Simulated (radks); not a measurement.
The lithium anion Li- inside a hard spherical wall (all orbitals vanish at R), configuration held at [He] 2s2 and not refilled when levels cross. Method: non-relativistic Kohn-Sham, r2SCAN, spin-unpolarised, spherical densities, point nucleus; meta-GGA in the generalised Kohn-Sham scheme; computed with a radial shooting solver on a logarithmic mesh with Libxc functionals. Eigenvalues in eV, with the zero of energy where the potential of the charges vanishes at infinity; a dash marks a level that is unbound or too diffuse for the functional's potential to be trusted. A positive occupied level is held by the wall or, in an anion where self-interaction has pushed it up, behind a barrier. The pressure on the wall is -dE/dV.

R (bohr),E (hartree),kinetic (hartree),e(1s),e(2s),"e(2p, empty)","e(3s, empty)",pressure (GPa)
20,-7.49589,7.446,-48.623,0.872,1.957,2.261,0.000702
15,-7.49413,7.453,-48.338,1.046,2.337,3.265,0.00853
6,-7.34162,7.851,-42.193,5.462,8.101,20.534,6.19
5,-7.20002,8.156,-39.345,8.358,11.298,31.127,19.1
3.5,-6.54222,9.460,-31.279,20.000,22.223,70.485,163
2.5,-4.84928,12.529,-19.355,47.265,42.939,151.01,1160
